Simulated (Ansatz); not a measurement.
Born–Oppenheimer molecular dynamics of CH9ClSi3 (14 atoms, charge 0, multiplicity 1). It starts from a relaxed structure.

These are results of RKS PBE0-D4/STO-3G (Ansatz 0.2.0), not measurements.

```yaml
ensemble: NVE (velocity Verlet)
time_step: 0.5 fs
steps_asked: 250
starting_velocities_drawn_for: 50 K
seed: 407072
```

First frame:

```xyz
14
Properties=species:S:1:pos:R:3
Si -1.690 0.623 0.197
C 0.129 0.340 -0.216
Si 1.204 0.247 1.331
Si 0.381 -1.146 -1.350
Cl 0.700 1.848 -1.176
H -1.838 1.809 1.004
H -2.462 0.749 -1.015
H -2.161 -0.521 0.942
H 1.028 1.435 2.131
H 2.591 0.098 0.966
H 0.787 -0.905 2.095
H -0.043 -2.328 -0.638
H 1.775 -1.276 -1.696
H -0.413 -1.001 -2.545
```

Task: How far do the bonds stretch over the last three quarters of this one trajectory? (Pairs bonded in most of those frames.)

Result: 
```json
{"bond": "Si1–C2", "mean (Å)": "1.887", "spread (Å)": "0.011", "shortest": "1.86", "longest": "1.91"}
{"bond": "Si1–H6", "mean (Å)": "1.443", "spread (Å)": "0.012", "shortest": "1.42", "longest": "1.46"}
{"bond": "Si1–H7", "mean (Å)": "1.443", "spread (Å)": "0.008", "shortest": "1.43", "longest": "1.46"}
{"bond": "Si1–H8", "mean (Å)": "1.445", "spread (Å)": "0.015", "shortest": "1.42", "longest": "1.47"}
{"bond": "C2–Si3", "mean (Å)": "1.887", "spread (Å)": "0.007", "shortest": "1.87", "longest": "1.90"}
{"bond": "C2–Si4", "mean (Å)": "1.888", "spread (Å)": "0.006", "shortest": "1.88", "longest": "1.90"}
{"bond": "C2–Cl5", "mean (Å)": "1.876", "spread (Å)": "0.006", "shortest": "1.87", "longest": "1.89"}
{"bond": "Si3–H9", "mean (Å)": "1.442", "spread (Å)": "0.001", "shortest": "1.44", "longest": "1.44"}
{"bond": "Si3–H10", "mean (Å)": "1.443", "spread (Å)": "0.004", "shortest": "1.44", "longest": "1.45"}
{"bond": "Si3–H11", "mean (Å)": "1.444", "spread (Å)": "0.002", "shortest": "1.44", "longest": "1.45"}
{"bond": "Si4–H12", "mean (Å)": "1.445", "spread (Å)": "0.011", "shortest": "1.43", "longest": "1.46"}
{"bond": "Si4–H13", "mean (Å)": "1.443", "spread (Å)": "0.014", "shortest": "1.42", "longest": "1.46"}
{"bond": "Si4–H14", "mean (Å)": "1.443", "spread (Å)": "0.007", "shortest": "1.43", "longest": "1.45"}
```

Mean temperature of the second half: 27 K. The conserved energy stayed within 0.028 meV per atom of its start (net change 0.018 meV per atom), so the integration is sound. Over the second half the temperature averaged 0.54 of the 50 K drawn at the start: a run that starts near a minimum puts about half its kinetic energy into the potential. A run of 0.12 ps of so small a system gives no equilibrium averages. Limits of this set-up: minimal basis.

Run time: 11 min on 1 thread of Arm Neoverse V1, on a shared host, peak memory 0.1 GiB.
